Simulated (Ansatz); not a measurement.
`C[SiH]1[O][Al]1[TeH]` + `OC=S` → `OC(=S)[TeH]` + `C[SiH]1[O][AlH]1`  (formal exchange of groups at a Te–Al bond)

Isolated molecules relaxed with PBE0-D4/def2-TZVP in Ansatz; ΔE leaves out vibrations. CBS: MP2 limit from def2 TZ/QZ plus the TZ coupled-cluster correction, frozen cores. This one scheme is used for every species. Functionals use def2-TZVPP. B3LYP here is the variant with VWN-RPA as its local correlation; programs differ in this. Elements past krypton have def2 core potentials. For Te outer-core shells are correlated without core-valence functions, which leaves a few kJ/mol of doubt a bond. One conformer a species, not always the lowest.

(1) Is it downhill or uphill in electronic energy at CCSD(T)/CBS, and by how much? (Estimate.)

(2) What do these levels give: PBE-D4, r2SCAN-D4, PBE0-D4, B3LYP-D4, B2PLYP, PBE0, HF/def2-TZVPP, MP2/def2-TZVPP, SCS-MP2/def2-TZVPP, HF/def2-QZVPP, HF/CBS(def2), CCSD/CBS(def2)? (Estimate.)

Largest T1 diagnostic among the species: 0.018.

Results:

(1) The calculation gave: Uphill: ΔE = +152.3 kJ/mol.

(2) Ansatz gave: PBE-D4 142.6, r2SCAN-D4 147.7, PBE0-D4 154.0, B3LYP-D4 145.5, B2PLYP 151.1, PBE0 156.3, HF/def2-TZVPP 174.1, MP2/def2-TZVPP 151.3, SCS-MP2/def2-TZVPP 150.7, HF/def2-QZVPP 172.1, HF/CBS(def2) 171.8, CCSD/CBS(def2) 156.7 kJ/mol.

The D4 term adds −5.4 kJ/mol with B3LYP and −2.3 kJ/mol with PBE0; it sums over pairs of atoms, weighted by their polarisabilities, and B3LYP, whose exchange is more repulsive, gets the larger term. In def2-TZVPP, CCSD(T) changes the Hartree–Fock value by −20.1 kJ/mol (the triples alone add −4.4 kJ/mol) and MP2 by −22.8 kJ/mol. From PBE to PBE0 (25 % exact exchange), in def2-TZVPP and without D4, ΔE moves by +10.6 kJ/mol.
